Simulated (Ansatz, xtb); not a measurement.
**AlF2HNSi: where a starting geometry ends**

The starting geometry of this gas-phase doublet was built from a drawn formula by distance geometry and a force field; its bonds are those of `[N]=[Si](F)[AlH][F]`.

```
atom    x (Å)    y (Å)    z (Å)
  Al  -3.1070  -0.2450  -0.4140
   F  -1.5398  -2.5624   1.7742
   F  -3.0640   1.4581  -1.0385
   N  -0.3066   0.0313   1.6255
  Si  -1.4582  -0.9915   1.1306
   H  -4.2474  -1.2271  -0.8851
```

Problem. Predict what it relaxes into with r2SCAN-D4/def2-SVP.

Solution. It keeps its bonds, and is `[N]=[Si](F)[AlH][F]`.

The energy falls by 0.45 eV over 7 steps:

```csv
step,E − E(last) (eV)
1,0.446
2,0.142
3,0.046
4,0.003
5,0.001
6,0.000
7,0.000
```

Final geometry (Å):

```yaml
atoms:
  - { symbol: Al, position_ang: [-3.1401, -0.2711, -0.4177] }
  - { symbol: F, position_ang: [-1.5696, -2.5064, 1.6906] }
  - { symbol: F, position_ang: [-3.0056, 1.2948, -0.9570] }
  - { symbol: N, position_ang: [-0.2611, 0.0957, 1.6446] }
  - { symbol: Si, position_ang: [-1.4315, -0.9706, 1.1759] }
  - { symbol: H, position_ang: [-4.3150, -1.1790, -0.9438] }
```

From the same start GFN2-xTB ends elsewhere, differing in Al1–F2 (1.65 against 3.45 Å here), F2–Si5 (3.28 against 1.63 Å here).

No frequencies were run, so the end isn't proven a minimum. Open shells are spin-unrestricted. Run with Ansatz 0.2.0, 46 s on 2 threads of Arm Neoverse V1 (shared host).
